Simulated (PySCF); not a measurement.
## S⁺ (sulfur, charge +1) across methods

[Ne] 3s2 3p3, high-spin 4S determinant. All numbers are calculated (PySCF 2.14, the non-relativistic Hamiltonian (point nucleus), in aug-cc-pV(Q+d)Z).

```csv
method,E (hartree),mean ε 3s α (eV),mean ε 3s β (eV),mean ε 3p α (eV),Σ⟨r²⟩ (bohr²),⟨S²⟩
LDA,-396.3485,-28.596,-25.523,-17.896,20.68,3.750
r2SCAN,-397.7121,-29.874,-25.255,-18.478,20.54,3.750
PBE,-397.5645,-28.706,-25.267,-17.925,20.63,3.750
PBE0,-397.6012,-31.339,-26.613,-19.495,20.58,3.750
B3LYP,-397.7544,-30.651,-26.638,-19.017,20.62,3.751
wB97M-V,-397.7186,-33.523,-29.494,-21.480,20.80,3.750
M06,-397.7254,-30.825,-26.618,-19.078,20.46,3.751
UHF,-397.17322,-38.434,-29.058,-23.466,20.74,3.751
PW91,-397.7220,-28.757,-25.337,-17.978,20.63,3.750
```
